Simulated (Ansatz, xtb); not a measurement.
**Relative energy of two isomers of C4H8ClFSi**

We compare X, `C[Si@](F)(Cl)C1CC1`, a singlet, with Y, `C=C(C)[Si@](C)(F)Cl`, a singlet. Both are isolated molecules in the gas phase, relaxed with PBE0-D3(BJ)/def2-SVP; the shapes shown needn't be the lowest conformers.

X (Å):

| atom | x (Å) | y (Å) | z (Å) |
| --- | --- | --- | --- |
| C | -0.9158 | 0.2883 | -1.1394 |
| C | 1.6764 | 1.9964 | -1.4367 |
| C | 2.5897 | 1.8916 | -0.2339 |
| C | 3.1770 | 2.0546 | -1.5925 |
| Cl | 1.8799 | -1.1483 | -1.7724 |
| F | 0.4013 | 0.6753 | -3.5989 |
| Si | 0.7012 | 0.5405 | -2.0061 |
| H | -0.7547 | 0.1497 | -0.0599 |
| H | -1.5666 | 1.1649 | -1.2835 |
| H | -1.4360 | -0.5985 | -1.5308 |
| H | 1.1524 | 2.9537 | -1.5474 |
| H | 2.6931 | 0.9159 | 0.2505 |
| H | 2.6127 | 2.7416 | 0.4529 |
| H | 3.6137 | 3.0201 | -1.8602 |
| H | 3.6790 | 1.1910 | -2.0381 |

Y (Å):

```xyz
15

C    -0.6574   -0.7061   -1.8050
C    -1.1504   -0.1816   -0.6740
C    -2.3229    0.7554   -0.6450
C     0.4299    0.7492    1.8692
Cl   -1.7406   -1.5726    2.1421
F     0.8117   -1.7553    0.6068
Si   -0.3376   -0.6515    0.9303
H    -1.0911   -0.4654   -2.7836
H     0.1898   -1.3981   -1.7970
H    -3.1359    0.3446   -0.0243
H    -2.0507    1.7286   -0.2026
H    -2.7185    0.9407   -1.6550
H    -0.3270    1.5081    2.1188
H     1.2156    1.2264    1.2635
H     0.8771    0.3893    2.8077
```

Quicker runs give these differences E(Y) − E(X): GFN2-xTB +16.7 kJ/mol; HF/STO-3G +19.3 kJ/mol (at GFN2-xTB geometries); r2SCAN-D4/def2-SVP −8.6 kJ/mol (at GFN2-xTB geometries).

Problem. Estimate which is lower in electronic energy at CCSD(T)/def2-SVP + ΔMP2/def2-TZVPP, and by roughly how much.

Solution. The CCSD(T)/def2-SVP + ΔMP2/def2-TZVPP calculation puts structure Y lower, by 23.3 kJ/mol.

The same difference at several levels:

```json
{"level": "GFN2-xTB", "geometry": "GFN2-xTB", "E(Y) − E(X) (kJ/mol)": "+16.7", "departure from the last row (kJ/mol)": "+39.9", "job, with rough time for the two": "optimisation, 0.22 s"}
{"level": "HF/STO-3G", "geometry": "GFN2-xTB", "E(Y) − E(X) (kJ/mol)": "+19.3", "departure from the last row (kJ/mol)": "+42.6", "job, with rough time for the two": "single point, 0.42 s"}
{"level": "r2SCAN-D4/def2-SVP", "geometry": "GFN2-xTB", "E(Y) − E(X) (kJ/mol)": "−8.6", "departure from the last row (kJ/mol)": "+14.7", "job, with rough time for the two": "single point, 4.2 s"}
{"level": "PBE0-D3(BJ)/def2-SVP", "geometry": "PBE0-D3(BJ)/def2-SVP", "E(Y) − E(X) (kJ/mol)": "−2.4", "departure from the last row (kJ/mol)": "+20.9", "job, with rough time for the two": "optimisation, 50 s"}
{"level": "HF/def2-SVP", "geometry": "PBE0-D3(BJ)/def2-SVP", "E(Y) − E(X) (kJ/mol)": "−24.8", "departure from the last row (kJ/mol)": "−1.6", "job, with rough time for the two": "part of the CCSD(T) run"}
{"level": "MP2/def2-SVP", "geometry": "PBE0-D3(BJ)/def2-SVP", "E(Y) − E(X) (kJ/mol)": "−7.7", "departure from the last row (kJ/mol)": "+15.5", "job, with rough time for the two": "part of the CCSD(T) run"}
{"level": "CCSD(T)/def2-SVP", "geometry": "PBE0-D3(BJ)/def2-SVP", "E(Y) − E(X) (kJ/mol)": "−19.4", "departure from the last row (kJ/mol)": "+3.9", "job, with rough time for the two": "single point"}
{"level": "CCSD(T)/def2-SVP + ΔMP2/def2-TZVPP", "geometry": "PBE0-D3(BJ)/def2-SVP", "E(Y) − E(X) (kJ/mol)": "−23.3", "departure from the last row (kJ/mol)": "", "job, with rough time for the two": "single point, 71 s"}
```

As drawn, Y has 1 C=C in place of 2 C–C. Structure X has a 3-membered ring, Y no ring.

GFN2-xTB, HF/STO-3G put the two in the other order. The largest departure from CCSD(T)/def2-SVP + ΔMP2/def2-TZVPP is that of HF/STO-3G, 42.6 kJ/mol. The last row adds to CCSD(T) the change of the MP2 difference between the two basis sets, here −3.9 kJ/mol.

With thermal terms from frequencies at re-optimised GFN2-xTB minima (ideal gas, soft modes damped towards free rotors, one conformer each, 298.15 K, 1 atm): on the last row, ΔE + ΔZPE = −28.1, ΔH = −26.0, ΔG = −29.9 kJ/mol.

The correlated steps freeze 15 core orbitals. Codes used: Ansatz 0.2.0, xtb 6.7.1; the last row on 4 threads of Arm Neoverse V1 on a shared host.
